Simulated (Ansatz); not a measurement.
PBE exchange is replaced step by step with exact exchange (0 % is PBE, 25 % PBE0; no dispersion term), basis def2-TZVP, Ansatz. System: (HBe-mu-Br)2 (Be2H2Br2). The state is a singlet with charge 0. Geometry: B3LYP-D4/def2-TZVP.

Geometry of the singlet:

```tsv
atom	x (Å)	y (Å)	z (Å)
Be1	1.358	-0.247	0.025
H2	2.664	-0.476	0.062
Br3	0.262	1.341	-0.983
Be4	-1.358	0.245	-0.027
H5	-2.662	0.489	-0.042
Br6	-0.264	-1.354	0.965
```

| exact exchange (%) | HOMO (eV) | LUMO (eV) | gap (eV) |
| --- | --- | --- | --- |
| 0 | -7.06 | -1.72 | 5.34 |
| 5 | -7.32 | -1.55 | 5.77 |
| 10 | -7.58 | -1.38 | 6.20 |
| 15 | -7.85 | -1.22 | 6.63 |
| 35 | -8.90 | -0.57 | 8.34 |
| 50 | -9.70 | -0.09 | 9.62 |

Q: Fit a straight line to the column «gap (eV)» against the share of exact exchange and predict its value at 25 %.

A: With x = exact exchange (%) and y = gap (eV): mean x = 19.17, mean y = 6.983; Σ(x − x̄)(y − ȳ) = 160.1, Σ(x − x̄)² = 1871; slope b = 0.08557, intercept a = ȳ − b·x̄ = 5.343. The residuals of the fitted rows reach 0.00. At x = 25 the line gives 5.343 + (0.08557 × 25) = 7.48; the run gave 7.48, the same within rounding.
